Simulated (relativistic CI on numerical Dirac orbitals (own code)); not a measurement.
**Level scheme of Ca VI**

Method of calculation: Dirac-Coulomb-Breit CI, KLI orbitals optimised for each configuration, a model potential for QED, valence Slater integrals scaled by 0.85, P86 correlation energy added to each configuration (own radial code, finite nucleus).

Configurations in the expansion (outside the closed core [Ne]): 3s2 3p3, 3s 3p4, 3s2 3p2 3d, 3p5, 3s 3p3 3d, 3s2 3p2 4s, 3p4 3d, 3s2 3p2 4p, 3s 3p2 3d2, 3s2 3p2 4d, 3s2 3p2 4f, 3s2 3p2 5s, 3s 3p3 4s, 3s2 3p2 5p, 3s2 3p 3d2, 3s2 3d3, 3s 3p 3d3, 3s2 3d2 4s, 3s2 3d2 4p, 3s2 3d2 4d, 3p3 3d2, 3p2 3d3, 3p2 3d2 4s, 3p2 3d2 4p, 3p2 3d2 4d. Double excitations out of closed p, d and f shells are left out; levels of such configurations are missing from the list, as are those of other unlisted configurations, and high levels can miss mixing partners. These lack a partner that the ground configuration has and come out too high: 3s2 3p2 4f, 3s2 3p2 5s, 3s 3p3 4s, 3s2 3p2 5p.

The lowest level is 3s2 3p3 4S°_3/2, with 97 % of that term; Hund's rules for 3s2 3p3 give 4S° with J = 3/2, in agreement.

```
No.        Configuration  Term    J   E (eV)   %  Lifetime (s)         jj configuration (%)
  1              3s2 3p3   4S°  3/2   0.0000  97                         3p1/2 3p3/2^2 (53)
  2              3s2 3p3   2D°  3/2   3.2065  94      3.04e+00           3p1/2 3p3/2^2 (43)
  3              3s2 3p3   2D°  5/2   3.2613  97      7.58e+01           3p1/2 3p3/2^2 (97)
  4              3s2 3p3   2P°  1/2   5.2248  96      1.45e-01           3p1/2 3p3/2^2 (96)
  5              3s2 3p3   2P°  3/2   5.2984  93      6.00e-02                 3p3/2^3 (63)
  6           3s 3p4(3P)    4P  5/2  19.9200  88      1.61e-09              3s 3p3/2^2 (62)
  7           3s 3p4(3P)    4P  3/2  20.1649  88      1.57e-09        3s 3p1/2 3p3/2^3 (77)
  8           3s 3p4(3P)    4P  1/2  20.2957  88      1.54e-09              3s 3p3/2^4 (36)
  9           3s 3p4(1D)    2D  3/2  24.4105  76      7.49e-10        3s 3p1/2 3p3/2^3 (49)
 10           3s 3p4(1D)    2D  5/2  24.4349  76      7.77e-10        3s 3p1/2 3p3/2^3 (55)
 11           3p2(3P) 3d    2P  3/2  28.1321  52      2.64e-10        3s 3p1/2 3p3/2^3 (23)
 12           3p2(3P) 3d    2P  1/2  28.3507  47      2.55e-10        3s 3p1/2 3p3/2^3 (28)
 13           3s 3p4(1S)    2S  1/2  29.0022  73      2.78e-10              3s 3p3/2^2 (38)
 14           3p2(3P) 3d    4F  3/2  31.0976  96      8.31e-08       3p1/2 3p3/2 3d3/2 (37)
 15           3p2(3P) 3d    4F  5/2  31.1864  96      1.25e-07       3p1/2 3p3/2 3d3/2 (57)
 16           3p2(3P) 3d    4F  7/2  31.3160  96      2.89e-07       3p1/2 3p3/2 3d5/2 (60)
 17           3p2(3P) 3d    4F  9/2  31.4881  97      4.93e-02           3p3/2^2 3d5/2 (60)
 18           3p2(3P) 3d    4D  1/2  32.0664  97      2.42e-08       3p1/2 3p3/2 3d3/2 (77)
 19           3p2(3P) 3d    4D  5/2  32.0667  55      4.87e-08       3p1/2 3p3/2 3d3/2 (53)
 20           3p2(3P) 3d    4D  3/2  32.0954  96      2.24e-08       3p1/2 3p3/2 3d3/2 (34)
 21           3p2(3P) 3d    4D  7/2  32.1145  69      3.87e-07       3p1/2 3p3/2 3d5/2 (65)
 22           3p2(1D) 3d    2F  5/2  32.2581  56      4.61e-08       3p1/2 3p3/2 3d5/2 (51)
 23           3p2(1D) 3d    2F  7/2  32.5387  70      8.81e-06           3p3/2^2 3d5/2 (87)
 24           3p2(1D) 3d    2G  7/2  35.4824  97      4.56e-08       3p1/2 3p3/2 3d3/2 (55)
 25           3p2(1D) 3d    2G  9/2  35.5204  97      5.34e-02       3p1/2 3p3/2 3d5/2 (60)
 26           3p2(1D) 3d    2P  3/2  36.4173  50      2.93e-11       3p1/2 3p3/2 3d5/2 (33)
 27           3p2(1D) 3d    2P  1/2  36.7332  51      2.92e-11           3p3/2^2 3d5/2 (29)
 28           3p2(3P) 3d    4P  5/2  37.1110  86      2.06e-11       3p1/2 3p3/2 3d5/2 (46)
 29           3p2(3P) 3d    4P  3/2  37.2477  86      2.03e-11       3p1/2 3p3/2 3d3/2 (28)
 30           3p2(3P) 3d    4P  1/2  37.3236  86      2.01e-11           3p3/2^2 3d3/2 (47)
 31           3p2(1S) 3d    2D  3/2  37.8518  92      1.54e-10           3p1/2^2 3d3/2 (34)
 32           3p2(1S) 3d    2D  5/2  38.1770  91      1.16e-10           3p3/2^2 3d5/2 (61)
 33           3p2(1D) 3d    2D  5/2  39.7396  82      2.79e-11       3p1/2 3p3/2 3d5/2 (44)
 34           3p2(1D) 3d    2D  3/2  39.7889  80      2.55e-11       3p1/2 3p3/2 3d3/2 (34)
 35           3p2(1D) 3d    2S  1/2  41.0951  46      2.77e-11       3p1/2 3p3/2 3d5/2 (75)
 36           3p2(1D) 3d    2P  1/2  41.2695  52      2.60e-11       3p1/2 3p3/2 3d3/2 (50)
 37           3p2(1D) 3d    2P  3/2  41.3516  90      2.50e-11           3p3/2^2 3d5/2 (46)
 38           3p2(3P) 3d    2F  5/2  41.6871  93      1.65e-11       3p1/2 3p3/2 3d3/2 (29)
 39           3p2(3P) 3d    2F  7/2  41.7408  96      1.65e-11       3p1/2 3p3/2 3d5/2 (59)
 40           3p2(3P) 3d    2D  5/2  43.0786  90      1.85e-11           3p3/2^2 3d5/2 (48)
 41           3p2(3P) 3d    2D  3/2  43.1856  93      1.87e-11           3p3/2^2 3d3/2 (45)
 42  3s 3p3(4S°)<5S°> 3d   6D°  1/2  44.6216  99      2.90e-07  3s 3p1/2 3p3/2^2 3d3/2 (53)
 43  3s 3p3(4S°)<5S°> 3d   6D°  3/2  44.6248  99      3.41e-07  3s 3p1/2 3p3/2^2 3d3/2 (47)
 44  3s 3p3(4S°)<5S°> 3d   6D°  5/2  44.6301  99      4.80e-07  3s 3p1/2 3p3/2^2 3d3/2 (36)
 45  3s 3p3(4S°)<5S°> 3d   6D°  7/2  44.6378  99      8.97e-07  3s 3p1/2 3p3/2^2 3d5/2 (34)
```

Energies count from the lowest computed level; ° marks odd parity; lifetimes are radiative, by E1, M1, E2 decay to levels of this space only. Percentages are summed over parent terms; the parents shown are those of the largest component, closed shells are left out there, and <> holds an intermediate term. Filled j subshells are mostly left out of the jj labels.

The mean weight of the leading LS term, summed over parents, in these 45 levels is 83 %, and that of the leading jj configuration (from the same eigenvectors) 51 %, so LS coupling describes them better.

At this charge configurations can still be misplaced by up to about 7 % of their energy. 6 of the 6 excited levels that our extract of the measured tables holds in this range could be paired (the sources list more); they are missed by 11272 cm⁻¹ on average and 17716 at most, and levels without a partner can miss by more. Some levels of the ground configuration have no partner and can miss by 10 % or more.

LS names give the leading component of a level, which can be under half, so a name can repeat, a term be missing and a line seem to break the LS rules.
